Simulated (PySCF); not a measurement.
Compound: [Rh(H2O)6]3+ (charge +3 and singlet state).
Bonds: Rh1–O2, Rh1–O5, Rh1–O8, Rh1–O11, Rh1–O14, Rh1–O17. Hydrogens: H3, H4 on O2; H6, H7 on O5; H9, H10 on O8; H12, H13 on O11; H15, H16 on O14; H18, H19 on O17.

Theory: PBE0-D3(BJ)/def2-SVP geometry optimisation, gas phase, def2 core potentials past Kr in PySCF.

Problem. How far are the bound atoms from Rh1?

Solution. 6 atoms: O11 2.030 Å, O5 2.031 Å, O2 2.032 Å, O14 2.034 Å, O17 2.035 Å, O8 2.038 Å. The nearest atom not counted as bound is H15, at 2.67 Å.

Problem. List the angles at Rh1.

Solution. 
```tsv
angle	degrees	distance of the outer atoms (Å)
O14–Rh1–O17	179.8	4.07
O8–Rh1–O11	179.7	4.07
O2–Rh1–O5	176.8	4.06
O5–Rh1–O14	93.9	2.97
O11–Rh1–O17	93.8	2.97
O8–Rh1–O14	93.7	2.97
O2–Rh1–O17	93.7	2.97
O2–Rh1–O8	92.0	2.93
O5–Rh1–O8	91.1	2.91
O5–Rh1–O11	88.9	2.84
O2–Rh1–O11	88.0	2.82
O8–Rh1–O17	86.5	2.79
O2–Rh1–O14	86.3	2.78
O5–Rh1–O17	86.1	2.78
O11–Rh1–O14	86.0	2.77
```

Problem. What is the shape at Rh1?

Solution. Octahedral: the three widest angles are 179.8°, 179.7° and 176.8°, the others run from 86.0° to 93.9°.

Problem. What are the other bond lengths?

Solution. O2–H3 and 11 like bonds 0.977 Å.

Problem. What are the rotational constants (commonest isotopes, rigid rotor)?

Solution. A = 1629, B = 1558, C = 1508 MHz: an asymmetric top.

Charge +3, singlet. No counter-ion or solvent screens the charge of this multiply charged ion. Whether it is a minimum is left open (no frequencies).
